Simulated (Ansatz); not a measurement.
Ideal-gas functions of `O[AsH][GeH3]` at 500 K and 1 bar, from an Ansatz frequency run at PBE0-D4/def2-TZVP.

Molar mass 168.57 g/mol, point group C1 (symmetry number 1), electronic degeneracy 1, moments of inertia 52.379, 273.562, 314.395 u Å². Harmonic wavenumbers (cm⁻¹, unscaled): 102, 129, 190, 268, 424, 474, 653, 680, 790, 812, 872, 880, 1049, 2140, 2155, 2160, 2171, 3880.

Use S(trans) = R[1.5 ln M + 2.5 ln T − 1.1517]; rotational temperatures θ = 24.2544 K / I; S(rot) = R[ln(√π/σ · √(T³/θAθBθC)) + 1.5]; for each mode x = 1.438777 ν̃/T, S = R[x/(eˣ − 1) − ln(1 − e⁻ˣ)] and H = RT x/(eˣ − 1); 1 cm⁻¹ = 0.0119627 kJ/mol; R = 8.31446 J/(mol·K).

**Question.** By hand: the entropy, in J/(mol·K).

**Answer.** Translation 183.5. Rotation: θ = 0.4631, 0.0887, 0.0771 K, giving 118.7. Vibration, mode by mode: 18.54, 16.60, 13.44, 10.68, 7.16, 6.35, 4.19, 3.94, 3.07, 2.92, 2.55, 2.51, 1.71, 0.13, 0.12, 0.12, 0.12, 0.00, in all 94.1. Electronic 0.0. Sum 396.3 J/(mol·K).

**Question.** By hand: H − E and G − E in kJ/mol, counted from the electronic energy.

**Answer.** Zero-point energy ½ × 19829 × 0.0119627 = 118.6; thermal vibration 24.5; translation, rotation and pV give 4 RT = 16.6. H − E = 159.7 kJ/mol, and G − E = 159.7 − 500 × 396.3/1000 = -38.5 kJ/mol.

Vibration gives 24 % of the entropy, 35.1 J/(mol·K) of it from the modes under 150 cm⁻¹: soft modes count most, and the harmonic formula is weakest for them. The sum counts one conformer and one mirror image; others add a mixing term.
